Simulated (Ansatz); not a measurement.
Consider the cleavage of the B–B bond: `BB1CO1` + H–F → `FB1CO1` + BH₃.

Calculated with Ansatz (gas phase, PBE0-D4/def2-TZVP geometries, no zero-point term in ΔE). CCSD(T)/CBS is the MP2 limit (def2-TZVPP, def2-QZVPP) plus CCSD(T) − MP2 in def2-TZVPP, frozen cores. This one scheme is used for every species. DFT in def2-TZVPP. HSE06 is defined as in plane-wave codes.

`BB1CO1`:

```xyz
8

B    -1.230   -0.970    0.539
B     0.021    0.055    0.256
C     1.019    0.774   -0.652
O     0.912    0.894    0.806
H    -1.046   -2.138    0.719
H    -2.364   -0.592    0.495
H     0.751    1.684   -1.182
H     1.936    0.294   -0.981
```

H–F:

```xyz
2

F    -0.097   -0.388   -0.227
H     0.097    0.388    0.227
```

`FB1CO1`:

```xyz
6

F     0.237    1.584    1.400
B     0.175    0.530    0.631
C    -0.225   -0.286   -0.562
O     0.635   -0.712    0.630
H     0.338   -0.280   -1.491
H    -1.160   -0.836   -0.608
```

BH₃:

```xyz
4

B     0.000    0.000    0.000
H    -0.579   -1.013   -0.251
H    -0.559    1.049   -0.108
H     1.138   -0.036    0.358
```

Q: Is it downhill or uphill in electronic energy at CCSD(T)/CBS, and by how much? (Estimate.)

A: Ansatz gave: Downhill: ΔE = -110.6 kJ/mol.

Q: What do these levels give: HSE06-D4, BHLYP-D4, ωB97M-V, PBE-QIDH, CCSD/def2-SVP, CCSD/def2-TZVPP? (Estimate.)

A: Computed: HSE06-D4 -103.4, BHLYP-D4 -124.4, ωB97M-V -118.2, PBE-QIDH -112.8, CCSD/def2-SVP -138.0, CCSD/def2-TZVPP -118.3 kJ/mol.

Largest T1 diagnostic among the species: 0.016.

At CCSD(T), def2-SVP lies −26.7 kJ/mol from the extrapolated value and def2-TZVPP −5.2 kJ/mol. From BLYP to BHLYP (50 % exact exchange), in def2-TZVPP and without D4, ΔE moves by −11.8 kJ/mol.
